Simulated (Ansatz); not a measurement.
The cluster Si4Ni⁺. Charge 1, multiplicity 2. Geometry PBE-D4/def2-SVP; atoms count from 1.

```xyz
5

Ni    1.387    0.694   -0.686
Si   -0.672    1.070    0.122
Si   -1.077   -0.317    1.995
Si    0.533   -1.072    0.423
Si   -0.171   -0.376   -1.855
```

No other spin state of charge 1 was run. Another isomer (doublet) lies 0.46 eV lower at PBE0-D4/def2-TZVP; other spin states weren't run for this one.

Q: Estimate the Mulliken populations from the PBE0/def2-TZVP orbitals of Ansatz.

A: 
```csv
atom,charge (e),spin (α − β),d electrons
Ni1,0.26,0.74,8.91
Si2,0.12,0.15,–
Si3,0.26,-0.06,–
Si4,0.11,0.14,–
Si5,0.25,0.03,–
```
Mulliken values and Mayer orders depend strongly on the basis.

Q: Where does the spin sit?

A: Summed by element: Ni 0.74, Si 0.26, of 1 unpaired in all. Largest on single atoms: Ni1 0.74, Si2 0.15, Si4 0.14.

Q: And the Mayer bond orders between bonded heavy atoms (over 0.3)?

A: Ni1–Si2 0.81 (2.24 Å); Ni1–Si4 0.80 (2.25 Å); Ni1–Si5 0.82 (2.22 Å); Si2–Si3 0.98 (2.37 Å); Si2–Si4 0.73 (2.48 Å); Si2–Si5 0.75 (2.50 Å); Si3–Si4 0.96 (2.37 Å); Si4–Si5 0.77 (2.48 Å). Values over 0.3 also appear between atoms too far apart for a bond (Si3–Si5 0.34 at 3.96 Å); they arise where an orbital or an unpaired electron spreads over both atoms.
